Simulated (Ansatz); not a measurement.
`[CH3][AlH][CH2][GaH2]` and `[CH3][AlH][CH2]Br` differ in one atom or group.

Ansatz, PBE0-D4/def2-TZVP geometries, multiplicity 1. Each molecule was computed in one conformer, which needn't be the lowest.

Scalar relativity is left out up to krypton.

```csv
property,`[CH3][AlH][CH2][GaH2]`
HOMO–LUMO gap (PBE/def2-TZVPP) / eV,4.05
HOMO–LUMO gap (PBE0/def2-TZVPP) / eV,5.97
HOMO–LUMO gap (B3LYP/def2-TZVPP) / eV,5.50
LUMO energy (B3LYP/def2-TZVPP) / eV,-1.89
size of the dipole moment (PBE/def2-TZVPP) / D,1.11
LUMO energy (ωB97M-V/def2-TZVPP) / eV,-0.03
```

(1) What does the change do to each property? (Best estimate.)

Results:

(1) Ansatz gave: 
| property | `[CH3][AlH][CH2]Br` | shift |
| --- | --- | --- |
| HOMO–LUMO gap (PBE/def2-TZVPP) / eV | 4.04 | -0.01 |
| HOMO–LUMO gap (PBE0/def2-TZVPP) / eV | 6.05 | 0.08 |
| HOMO–LUMO gap (B3LYP/def2-TZVPP) / eV | 5.59 | 0.09 |
| LUMO energy (B3LYP/def2-TZVPP) / eV | -1.43 | 0.46 |
| size of the dipole moment (PBE/def2-TZVPP) / D | 1.30 | 0.19 |
| LUMO energy (ωB97M-V/def2-TZVPP) / eV | 0.36 | 0.39 |

With PBE0 the HOMO rises by 0.37 eV and the LUMO rises by 0.45 eV, so the gap widens by about 0.08 eV. PBE moves the HOMO by 0.46 eV and ωB97M-V by 0.31 eV. Dipoles are sizes alone; their direction can turn.

B3LYP here is the variant with VWN-RPA as its local correlation; programs differ in this.

Spin–orbit coupling is left out; it splits and shifts lone-pair levels of the heavy atoms by tenths of an eV.
